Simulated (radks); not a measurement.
C3+, configuration [He] 2s0.5 2p0.5 (fractional occupations, a model configuration). Method: scalar-relativistic Kohn-Sham, LDA (Slater exchange, Perdew-Wang correlation), spin-polarised, spherical densities, finite nucleus; open shells are filled with parallel spins first; Fermi nuclear charge, rms radius 2.4702 fm; computed with a radial shooting solver on a logarithmic mesh with Libxc functionals.

Normalised radial functions P(r) = r R(r), r in bohr:

```
   r/bohr * 1s down (the largest magnitude, 1.73, reaches the edge; | marks zero)
  0.01374 |          *
  0.01525 |           *
  0.01679 |            *
  0.01863 |              *
   0.0205 |               *
  0.02275 |                *
  0.02504 |                  *
  0.02779 |                    *
  0.03059 |                     *
  0.03367 |                       *
  0.03736 |                         *
  0.04113 |                           *
  0.04563 |                              *
  0.05023 |                                *
  0.05574 |                                  *
  0.06135 |                                    *
  0.06808 |                                       *
  0.07494 |                                         *
  0.08315 |                                            *
  0.09153 |                                              *
   0.1016 |                                                *
   0.1118 |                                                  *
   0.1231 |                                                   *
   0.1365 |                                                     *
   0.1503 |                                                     *
   0.1668 |                                                      *
   0.1836 |                                                      *
   0.2037 |                                                     *
   0.2242 |                                                    *
   0.2488 |                                                   *
   0.2739 |                                                *
   0.3039 |                                             *
   0.3345 |                                          *
   0.3682 |                                      *
   0.4086 |                                  *
   0.4497 |                              *
    0.499 |                         *
   0.5493 |                     *
   0.6095 |                 *
   0.6709 |             *
   0.7444 |         *
   0.8195 |       *
   0.9093 |    *
    1.001 |   *
    1.111 | *
    1.222 |*
    1.346 |*
    1.493 *
    1.644 *
    1.824 *
    2.007 *
    2.228 *
    2.452 *
    2.721 *
    2.995 *
    3.323 *
    3.658 *
    4.059 *
    4.468 *
```

1s down: eigenvalue -327.61 eV, 0 radial nodes, <r> = 0.271 bohr, 90 % of the charge inside 0.485 bohr.
